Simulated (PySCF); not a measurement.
**Spin states and ions at one geometry of OsO3(H2O)**

PySCF 2.14.0, UKS TPSS, Os def2-SVP with ECP60, O def2-SVP, H def2-SVP; non-relativistic Hamiltonian with scalar-relativistic core potentials where named; density fitting; no spin-orbit coupling; singlets restricted, open shells unrestricted. The geometry is relaxed for charge 0, triplet, vacuum:

```xyz
7

Os   -0.1168   -0.2248    0.2248
O     0.7213    1.1806    0.8759
O    -0.7741   -1.3482    1.3482
O     0.7213   -0.8759   -1.1806
O    -0.8555    1.3212   -1.3212
H    -1.3755    2.0579   -0.9439
H    -1.3755    0.9439   -2.0579
```

Energies count from the relaxed state; an electron taken off or put on is at rest in vacuum. Charges and spins are Mulliken's.

```
                     state  energy (eV)  spin squared  charge on Os1 (e)  spin on Os1 (e)  dipole about the centre of mass (D)
 charge 0, triplet, vacuum         0.00          2.01               0.85             1.21                                 6.04
 charge 0, singlet, vacuum        -0.32          0.00               0.81             0.00                                 5.11
 charge 0, quintet, vacuum         3.02          6.02               0.77             1.86                                 5.59
charge +1, doublet, vacuum         8.42          0.76               1.19             0.63                                 6.26
charge -1, doublet, vacuum        -1.60          0.76               0.39             0.57                                 3.93
charge -1, quartet, vacuum        -0.58          3.76               0.48             1.90                                 5.26
```

What does the state charge +1, quartet, vacuum give?

energy (eV) 10.50, spin squared 3.80, charge on Os1 (e) 1.10, spin on Os1 (e) 1.17, dipole about the centre of mass (D) 5.94.

With an electron taken off (doublet, the lower of the two states computed) the charges change, summed by element, by Os +0.34 e, O +0.57 e, H +0.09 e. The vertical ionisation energy is 8.42 eV, against −ε(HOMO) = 4.92 eV over both spins of the relaxed state. The level lies 3.5 eV too high, as is usual for semilocal functionals and global hybrids, which keep a self-interaction error.

With an electron put on (doublet, the lower of the two states computed) the charges change, summed by element, by Os -0.46 e, O -0.36 e, H -0.18 e. The vertical electron affinity is 1.60 eV, against −ε(LUMO) = 4.63 eV over both spins of the relaxed state. The basis has no diffuse functions, which an added electron needs. The added electron's level lies above zero.

Open shells may have lower solutions than those found.

The relaxed state isn't the lowest spin state tried at its geometry. No frequency check is given that shows the relaxed geometry to be a minimum.
